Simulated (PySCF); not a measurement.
# [Ce(CH3)2]+ at several levels of theory

Computed with PySCF 2.14.0 (density fitting, no spin-orbit coupling) at the geometry relaxed with PBE0:

```xyz
9
[Ce(CH3)2]+ (singlet in the valence; each metal's 4f electrons, 1 of them, lie in its core potential, out of spins and levels)
Ce    0.0000    0.0000   -0.1856
C     1.8579   -0.1422    1.2627
H     2.6507    0.5887    1.0061
H     1.5719    0.0363    2.3163
H     2.3277   -1.1460    1.2223
C    -1.8579    0.1422    1.2627
H    -2.6507   -0.5887    1.0061
H    -1.5719   -0.0363    2.3163
H    -2.3277    1.1460    1.2223
```

```csv
level,basis,state,HOMO (eV),gap (eV),charge on Ce1 (e),population of f-type functions on Ce1 (polarisation alone where 4f lies in the core),dipole about the centre of mass (D),largest force component (eV/Å)
PBE0,"Ce lcecp-1-SVP with ECP47, C def2-SVP, H def2-SVP",singlet,-11.22,4.53,1.35,0.04,3.80,0.01
BP86,the same,singlet,-10.22,2.91,1.24,0.03,3.28,0.28
CAM-B3LYP,the same,singlet,-12.42,6.44,1.35,0.04,4.16,0.17
```

In the lcecp rows the 4f levels are missing from HOMO and gap, and the state counts the valence alone.

Charges are Mulliken's, which hang on the basis. The relaxation used the grid (50, 194), these runs (75, 302) or, all-electron (x2c bases, spin-free X2C Hamiltonian), (99, 590).

**Question.** What does PBE0 with Ce lcecp-1-TZVP with ECP47, C def2-TZVP, H def2-TZVP give here?

**Answer.** state singlet, HOMO (eV) -11.17, gap (eV) 4.52, charge on Ce1 (e) 1.61, population of f-type functions on Ce1 (polarisation alone where 4f lies in the core) 0.04, dipole about the centre of mass (D) 3.94, largest force component (eV/Å) 0.28. Time: 11 s on 2 threads of Arm Neoverse V1 (shared host), from free ions and atoms.

In the first row's basis the gap widens with exact exchange: 2.9 eV for BP86 (none); 4.5 eV for PBE0 (a fixed share); 6.4 eV for CAM-B3LYP (rising or full at long range).

An lcecp potential fixes the number of 4f electrons, so in runs with it no electron can move into or out of that shell.
